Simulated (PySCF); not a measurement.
Orbital levels and atomic charges: B8As8H26

System: B8As8H26 (III V hydride cut).

Cartesian coordinates (Å):
```
  1 As   -0.0001    1.1642    0.8251
  2 B    -0.0007    1.2179   -1.2694
  3 As    0.0002   -0.7347   -1.8377
  4 As    1.6332   -1.6591    0.8319
  5 B     1.7083   -1.7115   -1.2188
  6 As    1.6028   -3.6586   -1.8085
  7 As   -1.6337   -1.6591    0.8314
  8 B    -1.7079   -1.7116   -1.2194
  9 As   -1.6024   -3.6588   -1.8091
 10 B     0.0003   -4.7725   -1.2266
 11 B     1.7383    2.0456    1.5334
 12 B    -1.7376    2.0461    1.5345
 13 B    -0.0004   -0.7618    1.6366
 14 As    1.6077    4.0050    0.9930
 15 As   -1.6076    4.0054    0.9940
 16 B     0.0004    5.1655    1.5237
 17 H     0.9983    1.7545   -1.6694
 18 H    -1.0008    1.7530   -1.6688
 19 H     0.0004   -0.9737   -3.3830
 20 H     2.8858   -1.0792    1.4143
 21 H     1.9572   -3.0524    1.3831
 22 H     2.6904   -1.1646   -1.6296
 23 H     1.7648   -3.7052   -3.3033
 24 H     2.9011   -4.3842   -1.5560
 25 H    -2.8865   -1.0788    1.4130
 26 H    -1.9585   -3.0522    1.3825
 27 H    -2.6899   -1.1648   -1.6308
 28 H    -1.7638   -3.7056   -3.3040
 29 H    -2.9008   -4.3842   -1.5569
 30 H     0.0000   -4.7957   -0.0198
 31 H     0.0004   -5.8542   -1.7233
 32 H     2.6814    1.5070    1.0156
 33 H     1.7633    1.9824    2.7299
 34 H    -2.6813    1.5074    1.0178
 35 H    -1.7616    1.9830    2.7310
 36 H    -0.0006   -0.7708    2.8296
 37 H     1.8239    4.1383   -0.4888
 38 H     2.8964    4.7957    1.2606
 39 H    -1.8254    4.1392   -0.4874
 40 H    -2.8960    4.7961    1.2633
 41 H     0.0004    6.2104    0.9523
 42 H     0.0007    5.2767    2.7139
```

Method: PBE/def2-SVP, gas phase, PySCF, fitting set def2-universal-JFIT, grid level 1.

Spin-orbit coupling is left out, which matters for the heavier atoms here.

Give the orbital energies near the gap.


| orbital | eV |
| --- | --- |
| HOMO-4 | -6.49 |
| HOMO-3 | -6.43 |
| HOMO-2 | -5.89 |
| HOMO-1 | -5.74 |
| HOMO | -5.60 |
| LUMO | -1.87 |
| LUMO+1 | -1.71 |
| LUMO+2 | -1.29 |
| LUMO+3 | -1.08 |

Give the partial charges of the non-hydrogen atoms.


```json
{"atom": "As1", "Mulliken": "0.08", "IAO": "0.61", "Hirshfeld": "0.18"}
{"atom": "B2", "Mulliken": "-0.17", "IAO": "-0.64", "Hirshfeld": "-0.15"}
{"atom": "As3", "Mulliken": "0.24", "IAO": "0.63", "Hirshfeld": "0.22"}
{"atom": "As4", "Mulliken": "0.26", "IAO": "0.60", "Hirshfeld": "0.28"}
{"atom": "B5", "Mulliken": "-0.29", "IAO": "-0.66", "Hirshfeld": "-0.13"}
{"atom": "As6", "Mulliken": "0.26", "IAO": "0.60", "Hirshfeld": "0.27"}
{"atom": "As7", "Mulliken": "0.26", "IAO": "0.59", "Hirshfeld": "0.28"}
{"atom": "B8", "Mulliken": "-0.29", "IAO": "-0.66", "Hirshfeld": "-0.13"}
{"atom": "As9", "Mulliken": "0.26", "IAO": "0.60", "Hirshfeld": "0.27"}
{"atom": "B10", "Mulliken": "-0.27", "IAO": "-0.65", "Hirshfeld": "-0.13"}
{"atom": "B11", "Mulliken": "-0.19", "IAO": "-0.64", "Hirshfeld": "-0.15"}
{"atom": "B12", "Mulliken": "-0.19", "IAO": "-0.64", "Hirshfeld": "-0.15"}
{"atom": "B13", "Mulliken": "-0.24", "IAO": "-0.63", "Hirshfeld": "-0.11"}
{"atom": "As14", "Mulliken": "0.24", "IAO": "0.59", "Hirshfeld": "0.28"}
{"atom": "As15", "Mulliken": "0.24", "IAO": "0.59", "Hirshfeld": "0.28"}
{"atom": "B16", "Mulliken": "-0.25", "IAO": "-0.64", "Hirshfeld": "-0.14"}
```
